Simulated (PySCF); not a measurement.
A PySCF script (with the pyscf-properties extension) for the NMR shieldings of SMILES CC[P@@H](=O)CCC(F)(F)F, C5H10F3OP, on a GFN2-xTB geometry:

```python
import basis_set_exchange as bse
import numpy as np
from pyscf import gto, dft
from pyscf.prop import nmr

atoms = """
C    -3.069370    0.725343    0.530139
C    -2.105856   -0.213201   -0.182414
P    -0.400182    0.237826    0.318994
O    -0.136853    0.106293    1.751890
C     0.699729   -0.843762   -0.703139
C     2.081325   -0.900568   -0.069094
C     2.800593    0.412072   -0.272644
F     2.098561    1.454349    0.196528
F     3.996208    0.442394    0.327213
F     3.024472    0.673256   -1.573973
H    -2.902656    0.672689    1.604513
H    -4.103398    0.458140    0.322035
H    -2.904531    1.753774    0.211165
H    -2.278118   -1.246522    0.130594
H    -2.218242   -0.149993   -1.264931
H    -0.266745    1.525973   -0.184714
H     0.252829   -1.841956   -0.677827
H     0.746670   -0.509027   -1.739465
H     1.980708   -1.054095    1.009226
H     2.699708   -1.692306   -0.496524
"""
names = dict.fromkeys(["C", "P", "O", "F", "H"], "pcSseg-1")
basis = {el: gto.basis.parse(bse.get_basis(n, elements=[el], fmt="nwchem")) for el, n in names.items()}
mol = gto.M(atom=atoms, basis=basis, charge=0, verbose=0)
mf = dft.RKS(mol, xc="PBE0")
mf.grids.level = 2
mf.grids.alignment = dft.numint.BLKSIZE   # the property module wants whole blocks of grid points
mf.conv_tol = 1e-9
mf.kernel()

calc = nmr.RKS(mf)   # GIAO
C = mf.mo_coeff
Co = C[:, mf.mo_occ > 0]
resp = mf.gen_response(singlet=True, hermi=2)
def vind(x):   # induced exchange potential for any number of trial vectors
    d = np.einsum("pi,xij,qj->xpq", C, 2 * x.reshape(-1, C.shape[1], Co.shape[1]), Co, optimize=True)
    return np.einsum("xpq,pi,qj->xij", resp(d - d.transpose(0, 2, 1)), C, Co, optimize=True).ravel()
mo1, _ = nmr.rhf.solve_mo1(calc, with_cphf=vind)
sigma = calc.kernel(mo1)
for i, s in enumerate(sigma):   # ppm
    print("%2d %-2s %9.2f" % (i, mol.atom_pure_symbol(i), np.trace(s) / 3))
```

**Question.** What does it print?

**Answer.** 
```
 0 C     177.47
 1 C     158.03
 2 P     319.22
 3 O     266.48
 4 C     160.22
 5 C     157.12
 6 C      50.32
 7 F     250.10
 8 F     251.27
 9 F     259.68
10 H      29.81
11 H      30.25
12 H      30.72
13 H      30.22
14 H      30.57
15 H      24.63
16 H      30.09
17 H      30.16
18 H      28.48
19 H      29.47
```

These numbers come from an equivalent density-fitted implementation of the same equations, which agrees with the script to about 0.01 ppm for H and up to a few tenths of a ppm for heavy atoms, so last digits may differ.

**Question.** Turn these shieldings into chemical shifts. Shifts are taken against calculated references (same method and geometry level): ¹³C (σref 186.93) and ¹H (σref 31.72) vs TMS; ³¹P (σref 318.38) against H3PO4; ¹⁷O (σref 336.08) against H2O; CFCl3 for ¹⁹F (σref 170.95).

**Answer.** Averaging equivalent atoms: C 6: 136.6; C 5: 29.8; C 1: 28.9; C 4: 26.7; C 0: 9.5; P 2: -0.8; O 3: 69.6; F 7/8/9: -82.7; H 15: 7.09; H 18: 3.24; H 19: 2.25; H 16: 1.63; H 17: 1.55; H 13: 1.49; H 10/11/12: 1.46; H 14: 1.15 ppm. Unscaled 19F shifts against computed CFCl3 carry errors that often reach 10 to 50 ppm. Experimental scales use liquid or dissolved standards, which lie at an offset from isolated H2O (liquid H2O: subtract about 36 ppm) and H3PO4.

Size and cost of the density-fitted run: 227 basis functions, about 110 core-seconds.
